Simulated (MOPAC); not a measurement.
MOPAC input (MNDO):

```
MNDO 1SCF UHF MS=0.5 GEO-OK AUX(PRECISION=9) THREADS=1
CH6BO2Si

C    -2.28603500 1    0.56971400 1   -0.23887800 1
Si   -0.84880800 1   -0.63947700 1   -0.34701300 1
B     0.97053700 1    0.03889800 1    0.16688800 1
O     1.20571300 1    1.37932100 1    0.06192000 1
O     2.01394400 1   -0.76450000 1    0.55573300 1
H    -2.56785500 1    0.74408600 1    0.80301600 1
H    -3.16419400 1    0.19598300 1   -0.76724500 1
H    -2.00031400 1    1.52740700 1   -0.67554500 1
H    -1.19130200 1   -1.96372300 1    0.24500900 1
H     2.11624800 1    1.61552400 1    0.28414000 1
H     1.79699500 1   -1.69795100 1    0.62641800 1
```

Output:

```
 *******************************************************************************
 **                                                                           **
 **                              MOPAC v23.2.5                                **
 **                                                                           **
 *******************************************************************************
 ** MOPAC's Digital Object Identifier: https://doi.org/10.5281/zenodo.6511958 **
 **                                                                           **
 ** Please cite the open-source release paper for use of this MOPAC version:  **
 ** J. E. Moussa and J. J. P. Stewart (2026)                                  **
 ** MOPAC: An open-source semiempirical molecular orbital program             **
 ** J. Open Source Softw., 11(119), 8025, https://doi.org/10.21105/joss.08025 **
 *******************************************************************************

                              MNDO CALCULATION RESULTS

 *******************************************************************************
 *  MNDO       - The MNDO Hamiltonian to be used
 *  GEO-OK     - OVERRIDE INTERATOMIC DISTANCE AND OTHER SAFETY CHECKS
 *  UHF        - UNRESTRICTED HARTREE-FOCK CALCULATION
 *  MS=        - IN MECI, MAGNETIC COMPONENT OF SPIN =  0.5
 *  1SCF       - DO 1 SCF AND THEN STOP
 *  AUX        - OUTPUT AUXILIARY INFORMATION
 *******************************************************************************
MNDO 1SCF UHF MS=0.5 GEO-OK AUX(PRECISION=9) THREADS=1
 CH6BO2Si

   ATOM   CHEMICAL          X               Y               Z
  NUMBER   SYMBOL      (ANGSTROMS)     (ANGSTROMS)     (ANGSTROMS)

     1       C         -2.28603500  *   0.56971400  *  -0.23887800  *
     2      Si         -0.84880800  *  -0.63947700  *  -0.34701300  *
     3       B          0.97053700  *   0.03889800  *   0.16688800  *
     4       O          1.20571300  *   1.37932100  *   0.06192000  *
     5       O          2.01394400  *  -0.76450000  *   0.55573300  *
     6       H         -2.56785500  *   0.74408600  *   0.80301600  *
     7       H         -3.16419400  *   0.19598300  *  -0.76724500  *
     8       H         -2.00031400  *   1.52740700  *  -0.67554500  *
     9       H         -1.19130200  *  -1.96372300  *   0.24500900  *
    10       H          2.11624800  *   1.61552400  *   0.28414000  *
    11       H          1.79699500  *  -1.69795100  *   0.62641800  *

          CARTESIAN COORDINATES

    NO.       ATOM           X           Y           Z

     1         C         -2.2860      0.5697     -0.2389
     2        Si         -0.8488     -0.6395     -0.3470
     3         B          0.9705      0.0389      0.1669
     4         O          1.2057      1.3793      0.0619
     5         O          2.0139     -0.7645      0.5557
     6         H         -2.5679      0.7441      0.8030
     7         H         -3.1642      0.1960     -0.7672
     8         H         -2.0003      1.5274     -0.6755
     9         H         -1.1913     -1.9637      0.2450
    10         H          2.1162      1.6155      0.2841
    11         H          1.7970     -1.6980      0.6264

  H: (MNDO): M.J.S. DEWAR, W. THIEL, J. AM. CHEM. SOC., 99, 4899, (1977)
  B: (MNDO): M.J.S. DEWAR, M.L. MCKEE, J. AM. CHEM. SOC., 99, 5231, (1977)
  C: (MNDO): M.J.S. DEWAR, W. THIEL, J. AM. CHEM. SOC., 99, 4899, (1977)
  O: (MNDO): M.J.S. DEWAR, W. THIEL, J. AM. CHEM. SOC., 99, 4899, (1977)
 Si: (MNDO): M.J.S.DEWAR, ET. AL. ORGANOMETALLICS  5, 375 (1986)

           Empirical Formula: C H6 O2 Si B  =    11 atoms

      MOLECULAR POINT GROUP   :   C1

          UHF CALCULATION, NO. OF ALPHA ELECTRONS =   15
                           NO. OF BETA  ELECTRONS =   14

 -------------------------------------------------------------------------------
 MNDO 1SCF UHF MS=0.5 GEO-OK AUX(PRECISION=9) THREADS=1
 CH6BO2Si

     1SCF WAS SPECIFIED, SO BFGS WAS NOT USED
     SCF FIELD WAS ACHIEVED

                              MNDO CALCULATION
                                                       MOPAC v23.2.5 Linux

          FINAL HEAT OF FORMATION =       -136.54483 KCAL/MOL =    -571.30357 KJ/MOL

          COSMO AREA              =        131.17 SQUARE ANGSTROMS
          COSMO VOLUME            =        121.80 CUBIC ANGSTROMS

          IONIZATION POTENTIAL    =          7.646382 EV
          ALPHA SOMO LUMO (EV)    =         -7.646  1.113
          BETA  SOMO LUMO (EV)    =        -10.673  0.024
          NO. OF ALPHA ELECTRONS  =         15
          NO. OF BETA  ELECTRONS  =         14
          MOLECULAR WEIGHT        =         88.9527         POINT GROUP:  C1

          MOLECULAR DIMENSIONS (Angstroms)

            Atom       Atom       Distance
            H    10    H     7     5.56809
            H    11    H     8     4.16759
            H     6   Si     2     1.67117

          SCF CALCULATIONS        =          1

   ATOM   CHEMICAL          X               Y               Z
  NUMBER   SYMBOL      (ANGSTROMS)     (ANGSTROMS)     (ANGSTROMS)

     1       C         -2.28603500  *   0.56971400  *  -0.23887800  *
     2      Si         -0.84880800  *  -0.63947700  *  -0.34701300  *
     3       B          0.97053700  *   0.03889800  *   0.16688800  *
     4       O          1.20571300  *   1.37932100  *   0.06192000  *
     5       O          2.01394400  *  -0.76450000  *   0.55573300  *
     6       H         -2.56785500  *   0.74408600  *   0.80301600  *
     7       H         -3.16419400  *   0.19598300  *  -0.76724500  *
     8       H         -2.00031400  *   1.52740700  *  -0.67554500  *
     9       H         -1.19130200  *  -1.96372300  *   0.24500900  *
    10       H          2.11624800  *   1.61552400  *   0.28414000  *
    11       H          1.79699500  *  -1.69795100  *   0.62641800  *

                             CARTESIAN COORDINATES

   1    C       -2.286035000     0.569714000    -0.238878000
   2   Si       -0.848808000    -0.639477000    -0.347013000
   3    B        0.970537000     0.038898000     0.166888000
   4    O        1.205713000     1.379321000     0.061920000
   5    O        2.013944000    -0.764500000     0.555733000
   6    H       -2.567855000     0.744086000     0.803016000
   7    H       -3.164194000     0.195983000    -0.767245000
   8    H       -2.000314000     1.527407000    -0.675545000
   9    H       -1.191302000    -1.963723000     0.245009000
  10    H        2.116248000     1.615524000     0.284140000
  11    H        1.796995000    -1.697951000     0.626418000

           Empirical Formula: C H6 O2 Si B  =    11 atoms

      MOLECULAR POINT GROUP   :   C1

          ALPHA EIGENVALUES
 -42.14715 -40.27397 -31.06572 -21.44664 -19.74897 -17.58333 -14.76319 -14.56598
 -14.04629 -13.88861 -13.85110 -12.09502 -11.25341 -10.76702  -7.64638   1.11263
   1.86899   2.29610   2.76425   4.42352   4.51253   4.62457   5.25348   6.13970
   7.25066   8.05788

           BETA EIGENVALUES
 -42.12353 -40.25737 -30.96013 -21.35607 -19.69123 -17.22730 -14.57253 -14.51661
 -14.02918 -13.86866 -13.81110 -12.04266 -11.19178 -10.67319   0.02435   1.47478
   2.24430   2.54422   2.89168   4.44136   4.50555   4.64955   5.26089   6.15022
   7.28355   8.06983

              NET ATOMIC CHARGES AND DIPOLE CONTRIBUTIONS

  ATOM NO.   TYPE          CHARGE      No. of ELECS.   s-Pop       p-Pop
    1          C          -0.238351        4.2384     1.25421     2.98415
    2         Si           0.824099        3.1759     1.16011     2.01579
    3          B          -0.204170        3.2042     1.27574     1.92843
    4          O          -0.226258        6.2263     1.78349     4.44277
    5          O          -0.280379        6.2804     1.77048     4.50990
    6          H          -0.004399        1.0044     1.00440
    7          H          -0.002226        1.0022     1.00223
    8          H           0.006334        0.9937     0.99367
    9          H          -0.268112        1.2681     1.26811
   10          H           0.187782        0.8122     0.81222
   11          H           0.205680        0.7943     0.79432
 DIPOLE           X         Y         Z       TOTAL
 POINT-CHG.    -0.472    -1.354    -1.549     2.111
 HYBRID         0.486     0.135     1.417     1.504
 SUM            0.015    -1.219    -0.133     1.226

          ATOMIC ORBITAL ELECTRON POPULATIONS

     Atom    s        px        py        pz
    1  C   1.25421   1.03346   1.01883   0.93186
    2 Si   1.16011   0.60793   0.59722   0.81064
    3  B   1.27574   0.79084   0.68274   0.45486
    4  O   1.78349   1.32017   1.36923   1.75337
    5  O   1.77048   1.55342   1.18603   1.77045
    6  H   1.00440
    7  H   1.00223
    8  H   0.99367
    9  H   1.26811
   10  H   0.81222
   11  H   0.79432

                    (SZ)    =    0.500000
                    (S**2)  =    0.753837

          ATOMIC ORBITAL SPIN POPULATIONS

    Atom   Total    s     px     py     pz
         Atomic
    1  C -0.0319 -0.000 -0.015 -0.011 -0.005
    2 Si  1.0054  0.147  0.040  0.053  0.766
    3  B  0.0050  0.005  0.005 -0.002 -0.003
    4  O  0.0068  0.000  0.001 -0.001  0.007
    5  O  0.0043  0.000  0.002  0.001  0.001
    6  H  0.0117  0.012
    7  H  0.0029  0.003
    8  H  0.0021  0.002
    9  H -0.0055 -0.006
   10  H -0.0006 -0.001
   11  H -0.0001 -0.000

 **********************
 *                    *
 * JOB ENDED NORMALLY *
 *                    *
 **********************

 == MOPAC DONE ==
```

The geometry given is a B3LYP-D3(BJ)/def2-TZVP minimum.
